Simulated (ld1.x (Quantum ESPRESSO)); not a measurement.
# selenium (Se), RRKJ: configuration errors across variants

Se (Z = 34), norm-conserving RRKJ (Kleinman–Bylander form), made with ld1.x (Quantum ESPRESSO) 7.5 (Wu–Cohen, scalar-relativistic). Core [Ar] 3d10, reference 4s2 4p4. Waves: 4p (bound): rc 1.70 bohr; 4s (bound): rc 1.30 bohr. Local part: the s channel. Core correction: a·sin(br)/r model core inside 0.90 bohr. rho0 = 0.001.

All-electron excitation energies from the reference (eV): (1) 4s2 4p3 10.858; (2) 4s2 4p2 31.254; (3) 4s2 4p1 62.210; (4) 4s2 4p3.5 4.312; (5) 4s2 4p0 104.501; (6) 4s2 4p4.3 -1.591; (7) 4s1 4p4 22.427.

3 further variants failed, have other tests or too few solved ones, and are left out.

A true bound ghost makes a file unfit for plane-wave use even where its test errors are small: the radial tests pick states by their node count and pass the ghost by.

Errors AE − PS in meV (a dash: test not solved or not reliable):

```tsv
change	(1)	(2)	(3)	(4)	(5)	(6)	(7)	bound ghosts
base	-4.0	-17	-43	-1.2	-86	+0.2	-24	none
wave 4s (bound): rc 1.30 bohr becomes 4s (bound): rc 1.40 bohr	-3.4	-15	-41	-1.0	-93	+0.2	-21	none
core correction a·sin(br)/r model core inside 1.52 bohr	-4.3	-19	-50	-1.2	-105	+0.1	-19	none
```

(1) Give the same row for: wave 4p (bound): rc 1.70 bohr becomes 4p (bound): rc 1.38 bohr.

Results:

(1) -4.4, -21, -61, -1.2, -136, +0.2, -20; bound ghosts: p.
